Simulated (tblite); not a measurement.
Species: CH₅Cl₃N₂Si₂.
SMILES: `ClC(Cl)(Cl)[SiH]1N[SiH2]N1`

Computed with GFN2-xTB (tblite): harmonic, unscaled wavenumbers at the GFN2-xTB geometry, gas phase. This tight-binding method is rough: wavenumbers can miss measured ones by several per cent, in bad cases by 10 to 20. Modes of hydrogen on silicon can be 10 to 20 % off.

Harmonic wavenumbers (cm⁻¹): 28.2, 57.4, 76.1, 123.4, 161.0, 167.1, 231.9, 241.8, 248.3, 292.3, 400.6, 412.1, 434.6, 463.5, 477.4, 551.1, 604.3, 635.6, 641.4, 715.0, 741.4, 762.9, 820.5, 846.8, 878.2, 946.6, 1057.7, 1101.7, 2288.7, 2314.1, 2319.6, 3538.7, 3547.4.

A = 1440, B = 595.8, C = 574.4 MHz; mass 205.906 u (most abundant isotopes); point group Cs, symmetry number 1.

Question: Zero-point energy?

Answer: ½Σν̃ = 14064 cm⁻¹ = 40.21 kcal/mol.

Question: Give the ideal-gas entropy at 350 K and 1 bar in the rigid-rotor, harmonic-oscillator model (classical rotation).

Answer: Translation 42.69, rotation 31.33, vibration 42.77: S = 116.8 cal/(mol K).

Question: And Cp and H(350 K) − H(0)?

Answer: Cp = 46.29 cal/(mol K), of which vibrations give 38.34 (their classical limit is 33 R = 65.6); H(350 K) − H(0) = 10.29 kcal/mol without the zero-point energy, 7.50 from vibrations.

Question: How do the functions run with temperature in this model?

Answer: 
```json
{"T (K)": "50", "S (cal/(mol K))": "63.5", "Cp (cal/(mol K))": "14.7", "H − H(0) (kcal/mol)": "0.55", "G − H(0) (kcal/mol)": "-2.63", "ln q(vib)": "0.97"}
{"T (K)": "100", "S (cal/(mol K))": "75.8", "Cp (cal/(mol K))": "21.5", "H − H(0) (kcal/mol)": "1.46", "G − H(0) (kcal/mol)": "-6.13", "ln q(vib)": "2.59"}
{"T (K)": "298.15", "S (cal/(mol K))": "109.7", "Cp (cal/(mol K))": "42.6", "H − H(0) (kcal/mol)": "7.98", "G − H(0) (kcal/mol)": "-24.72", "ln q(vib)": "9.11"}
{"T (K)": "373.15", "S (cal/(mol K))": "119.8", "Cp (cal/(mol K))": "47.7", "H − H(0) (kcal/mol)": "11.37", "G − H(0) (kcal/mol)": "-33.33", "ln q(vib)": "11.44"}
{"T (K)": "500", "S (cal/(mol K))": "134.6", "Cp (cal/(mol K))": "53.5", "H − H(0) (kcal/mol)": "17.82", "G − H(0) (kcal/mol)": "-49.50", "ln q(vib)": "15.14"}
{"T (K)": "750", "S (cal/(mol K))": "157.7", "Cp (cal/(mol K))": "59.9", "H − H(0) (kcal/mol)": "32.08", "G − H(0) (kcal/mol)": "-86.18", "ln q(vib)": "21.52"}
{"T (K)": "1000", "S (cal/(mol K))": "175.5", "Cp (cal/(mol K))": "63.6", "H − H(0) (kcal/mol)": "47.56", "G − H(0) (kcal/mol)": "-127.90", "ln q(vib)": "26.91"}
```

q(vib) and H(0) count from the zero-point level.

Question: Blend soft modes into free rotors: weight 1/[1 + (100 cm⁻¹/ν̃)⁴] for the oscillator and the rest for a rotor with moment μB/(μ + B), μ = h/(8π²ν), B = 10⁻⁴⁴ kg m². What vibrational entropy results?

Answer: 38.63 cal/(mol K) in place of 42.77, which changes −T·S at 350 K by +1.45 kcal/mol.

Hindered rotation and anharmonicity are outside this model.

Conformer computed: `[Cl:1][C:2]([Cl:3])([Cl:4])[SiH:5]1[NH:6][SiH2:7][NH:8]1`: Cl1–C2–Si5–N6 169°.
